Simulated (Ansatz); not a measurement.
`C[NH2+][B-](Cl)(Cl)Cl` → `[CH2]` (triplet) + `[NH3+][B-](Cl)(Cl)Cl` at 700 K and 1 bar (formal loss of a carbene).

Calculated with Ansatz (gas phase, PBE0-D4/def2-TZVP geometries, no zero-point term in ΔE). CCSD(T)/CBS is the MP2 limit (def2-TZVPP, def2-QZVPP) plus CCSD(T) − MP2 in def2-TZVPP, frozen cores. This one scheme is used for every species. Triplets are unrestricted, without spin–orbit coupling. One conformer a species, not always the lowest.

```json
{"species": "`C[NH2+][B-](Cl)(Cl)Cl`", "CCSD(T)/CBS energy (Eh)": "-1500.05442", "H − E (kJ/mol)": "286.1", "S (J/(mol·K))": "491.4"}
{"species": "`[CH2]` (triplet)", "CCSD(T)/CBS energy (Eh)": "-39.09499", "H − E (kJ/mol)": "70.4", "S (J/(mol·K))": "226.8"}
{"species": "`[NH3+][B-](Cl)(Cl)Cl`", "CCSD(T)/CBS energy (Eh)": "-1460.79986", "H − E (kJ/mol)": "195.0", "S (J/(mol·K))": "429.8"}
```

H − E and S are ideal-gas, rigid-rotor, harmonic terms from PBE0-D4/def2-TZVP, for one conformer and one mirror image of each species, with the whole ground term of open shells counted as degenerate. 1 Eh = 2625.50 kJ/mol, R = 8.31446 J/(mol·K).

**Question.** By hand: ΔE, ΔH, ΔS and ΔG.

**Answer.** ΔE = (-39.09499) + (-1460.79986) − (-1500.05442) = 0.15957 Eh = 419.0 kJ/mol. Δ(H − E) = 70.4 + 195.0 − 286.1 = -20.7, so ΔH = 398.3 kJ/mol. ΔS = 226.8 + 429.8 − 491.4 = 165.2 J/(mol·K). ΔG = 398.3 − 700 × (165.2)/1000 = 282.7 kJ/mol.

**Question.** By hand: the equilibrium constant, and the temperature at which ΔG would vanish if ΔH and ΔS stayed fixed.

**Answer.** log₁₀ K = −ΔG/(RT ln 10) = -21.1. ΔG = 0 at ΔH/ΔS = 2411 K.

The number of gas molecules changes by +1, which sets the sign of ΔS. A doubt of 5 kJ/mol in ΔE shifts log₁₀ K by 0.4 here. Other conformers and mirror images would add mixing entropy, several J/(mol·K) or more a flexible species. A triplet takes part, so the spin changes. These are equilibria of isolated gas molecules and say nothing of rates. Largest T1 diagnostic: 0.011 (customary marks: 0.02 for closed shells, 0.045 for open ones).
